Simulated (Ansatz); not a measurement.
Stepwise reaction of `C[BH][GaH][CH3]` with hydrogen, as a gas-phase model of exchange steps in deposition or etching. ΔE in kJ/mol.

Program: Ansatz. Geometries: PBE0-D4/def2-TZVP. ΔE: electronic, gas phase. CCSD(T)/CBS is the MP2 limit (def2-TZVPP, def2-QZVPP) plus CCSD(T) − MP2 in def2-TZVPP, frozen cores. This one scheme is used for every species. DFT in def2-TZVPP. B3LYP here is the variant with VWN-RPA as its local correlation; programs differ in this. For Ga outer-core shells are correlated without core-valence functions, which leaves a few kJ/mol of doubt a bond. Scalar relativity is left out up to krypton. Each species was taken in one conformer, which may not be the lowest.

| step | reaction | PBE-D4 | B3LYP-D4 | ωB97M-V | CCSD(T)/CBS |
| --- | --- | --- | --- | --- | --- |
| 1 | `C[BH][GaH][CH3]` + H₂ → `[BH2][GaH][CH3]` + CH₄ | -14.3 | -22.3 | -21.2 | -21.7 |
| 2 | `[BH2][GaH][CH3]` + H₂ → `[BH2][GaH2]` + CH₄ | -34.4 | -39.8 | -38.7 | -32.3 |

(1) By hand: ΔE of the 2 steps together at CCSD(T)/CBS.

Answers

(1) (-21.7) + (-32.3) = -54.0 kJ/mol, or -27.0 kJ/mol a step.

In ΔE each step is lower than the one before. All are downhill at CCSD(T)/CBS. PBE-D4 differs from CCSD(T)/CBS by -2.1 to 7.4 kJ/mol a step. Isolated molecules leave out the surface, adducts and barriers. Largest T1 diagnostic: 0.014.
